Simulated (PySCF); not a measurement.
trans-1,3-butadiene (C₄H₆), singlet, at a GFN2-xTB geometry. Base run: B3LYP/def2-SVP run with PySCF.

The PySCF input:
```python
from pyscf import gto, scf, dft

mol = gto.Mole()
mol.atom = '''
    C     0.60098404    1.72988493    0.00660394
    C     0.60182532    0.40139553    0.00497869
    C    -0.60182532   -0.40139553   -0.00497869
    C    -0.60098404   -1.72988493   -0.00660394
    H     1.51231978    2.30275383    0.01410017
    H    -0.31829171    2.29293121    0.00044354
    H     1.53714210   -0.14365640    0.01128075
    H    -1.53714210    0.14365640   -0.01128075
    H     0.31829171   -2.29293121   -0.00044354
    H    -1.51231978   -2.30275383   -0.01410017
'''
mol.basis = 'def2-svp'
mol.verbose = 4
mol.symmetry = True
mol.build()

mf = dft.RKS(mol)
mf.xc = 'b3lyp'
mf.kernel()
mf.analyze()
```

Each row names what was changed in the base input (with any setting that the change needs).

```
change                               ΔE vs base (eV)  point group used  SCF cycles
-----------------------------------  ---------------  ----------------  ----------
base                                            0.00               C2h           8
symmetry_subgroup = C2                          0.00                C2           8
symmetry = off                                  0.00                C1           8
irrep_nelec = Ag:12 Bg:4 Au:2 Bu:12            20.85               C2h          11
irrep_nelec = Ag:14 Au:2 Bu:14                 17.06               C2h          10
irrep_nelec = Ag:16 Bg:2 Au:2 Bu:10            25.20               C2h          10
symmetry_subgroup = Ci                          0.00                Ci           8
irrep_nelec = Ag:14 Bg:2 Au:4 Bu:10            17.89               C2h          10
symmetry_subgroup = Cs                          0.00                Cs           8
```
